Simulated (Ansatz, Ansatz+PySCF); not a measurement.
```yaml
atoms:
  - { symbol: Mg, position_ang: [0.0000, 0.0000, 0.0000] }
  - { symbol: Al, position_ang: [1.0548, 1.4064, 3.0449] }
```

Basis set: STO-3G (spherical functions). Left uncorrelated: 6 orbitals. Charge 0, multiplicity 2.

Computed with Ansatz (development build ahead of 0.2.0); the reference of a correlated method needn't be the lowest determinant of its kind.

(1) Give the atomization energy at this shape (free ground-state atoms in the same class of orbitals less the molecule, no zero-point energy) of doublet AlMg by full CI (lowest root of this spin), UHF-CCSD(T), UHF-CCSD.

Answers

(1)

| method | atomization energy |
| --- | --- |
| full CI (lowest root of this spin) | 12.4 kJ/mol |
| UHF-CCSD(T) | 11.3 kJ/mol |
| UHF-CCSD | 11.2 kJ/mol |

Caution for UHF-CCSD(T), UHF-CCSD: the reference determinant was not shown to be the lowest.

This basis has no polarisation functions and is too small for such energies, which can lie far from measured ones in either direction.
